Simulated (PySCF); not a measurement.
How the method moves the HOMO and LUMO of `Fc1ccncc1`

C5H4FN.
Structure used (PBE0-D3(BJ)/def2-SVP), in Å, numbered top down from 1:
```
atom  x, y, z in Å
F1    -0.4049    2.1455    0.2669
C2    -0.2726    0.8392    0.0845
C3    -1.4038    0.0453   -0.0488
C4    -1.2027   -1.3208   -0.2416
N5    -0.0035   -1.8935   -0.3030
C6     1.0615   -1.1071   -0.1709
C7     0.9934    0.2716    0.0260
H8    -2.4009    0.4855   -0.0020
H9    -2.0688   -1.9834   -0.3518
H10    2.0407   -1.5965   -0.2241
H11    1.8869    0.8890    0.1309
```

Basis pcSseg-1 throughout (PySCF), one geometry. Geometry: PBE0-D3(BJ)/def2-SVP; no solvent, vibrations or thermal averaging.

**Question.** How do the orbital energies, the gap and the dipole change with the method?

**Answer.** 
```csv
method,kind,HOMO (eV),LUMO (eV),gap (eV),μ (D),SCF cycles
BLYP,GGA,-5.97,-1.60,4.37,0.95,14
PBE,GGA,-6.10,-1.76,4.33,0.98,14
OPBE,GGA,-6.10,-1.66,4.43,0.98,15
B97-D,GGA,-6.14,-1.66,4.49,0.93,15
B3LYP,global hybrid,-7.46,-1.03,6.43,0.85,14
PBE0,global hybrid,-7.75,-0.85,6.90,0.87,14
mPW1PW91,global hybrid,-7.80,-0.87,6.93,0.85,14
```

The HOMO spans 1.83 eV, from BLYP down to mPW1PW91, and the gap runs from 4.33 eV (PBE) to 6.93 eV (mPW1PW91). Over the methods BLYP (0 %), PBE (0 %), OPBE (0 %), B97-D (0 %), B3LYP (20 %), PBE0 (25 %), mPW1PW91 (25 %), a straight line through the gap against the share of exact exchange rises by 1.00 eV for each 10 % (correlation coefficient 0.999). The dipole ranges from 0.85 D (mPW1PW91) to 0.98 D (OPBE). This basis has no diffuse functions.

The vertical ΔSCF ionisation energy at B3LYP/def2-SVPD is 9.86 eV; −ε(HOMO) comes closest to it with mPW1PW91 (7.80 eV).
